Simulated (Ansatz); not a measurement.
`O[SiH](F)O[SiH2]Cl` + `CN[SiH3]` → `CN([SiH3])[SiH2]Cl` + `O[SiH](O)F`  (ligand exchange at the Si–O bond)

Gas-phase electronic energies from Ansatz, PBE0-D4/def2-TZVP geometries. CCSD(T)/CBS adds triple-zeta CCSD(T) − MP2 to the extrapolated MP2 energy (def2 sets, frozen cores). This one scheme is used for every species. Functionals use def2-TZVPP. Each species was taken in one conformer, which may not be the lowest.

`O[SiH](F)O[SiH2]Cl`:

Z-matrix (Å, degrees):
```
Si
F 1 1.590
O 1 1.628 2 106.6
O 1 1.619 2 110.6 3 122.2
H 1 1.464 2 108.8 3 -118.7
Si 3 1.622 1 145.5 2 76.6
H 4 0.960 1 119.3 2 -72.8
Cl 6 2.062 3 109.2 1 15.8
H 6 1.476 3 110.5 1 -101.9
H 6 1.475 3 109.5 1 133.4
```

`CN[SiH3]`:

Z-matrix (Å, degrees):
```
C
N 1 1.447
H 1 1.093 2 109.5
H 1 1.094 2 110.9 3 -117.8
H 1 1.098 2 113.8 3 120.2
Si 2 1.716 1 123.0 3 -36.9
H 2 1.007 1 113.6 3 170.5
H 6 1.486 2 107.4 1 175.3
H 6 1.488 2 108.6 1 55.3
H 6 1.496 2 115.3 1 -64.3
```

`CN([SiH3])[SiH2]Cl`:

```xyz
13

C    -0.513    0.907   -1.098
N     0.033    0.149    0.029
Si    1.636   -0.480   -0.175
Si   -1.024   -0.284    1.297
Cl   -2.349   -1.777    0.758
H     0.231    1.608   -1.488
H    -1.380    1.495   -0.783
H    -0.830    0.255   -1.918
H     2.575    0.645   -0.433
H     2.012   -1.198    1.066
H     1.716   -1.407   -1.338
H    -0.234   -0.792    2.436
H    -1.872    0.879    1.647
```

`O[SiH](O)F`:

Cartesian coordinates in Å:
```
O -0.356 -0.999 -0.851
Si 0.263 0.280 -0.053
O -0.904 0.941 0.854
F 1.478 -0.244 0.837
H 0.244 -1.675 -1.167
H 0.795 1.336 -0.924
H -1.520 0.361 1.304
```

Task: Is it downhill or uphill in electronic energy at CCSD(T)/CBS, and by how much? (An estimate is asked.)

Result: Ansatz gave: Uphill: ΔE = +45.9 kJ/mol.

Task: What do these levels give: LDA (SPW92), r2SCAN-D4, PBE0-D4, PBE, revPBE, BLYP, PBE0, r2SCANh, LC-ωPBE, CCSD(T)/def2-SVP, MP2/def2-TZVPP, CCSD/CBS(def2)? (Best estimate.)

Result: Ansatz gave: LDA (SPW92) 39.0, r2SCAN-D4 47.8, PBE0-D4 43.9, PBE 43.2, revPBE 44.8, BLYP 53.0, PBE0 46.1, r2SCANh 49.0, LC-ωPBE 47.7, CCSD(T)/def2-SVP 45.9, MP2/def2-TZVPP 42.2, CCSD/CBS(def2) 49.2 kJ/mol.

Largest T1 diagnostic among the species: 0.011.

From BLYP to BHLYP (50 % exact exchange), in def2-TZVPP and without D4, ΔE moves by +5.6 kJ/mol. Leaving LDA and LC-ωPBE aside and taking each functional with its dispersion term where it has one, the values, not all of them listed here, spread over 17.1 kJ/mol, from revPBE-D4 to BHLYP-D4. LDA lies −4.2 kJ/mol from PBE without D4. In def2-TZVPP, CCSD(T) changes the Hartree–Fock value by −21.3 kJ/mol (the triples alone add −3.4 kJ/mol) and MP2 by −24.0 kJ/mol.
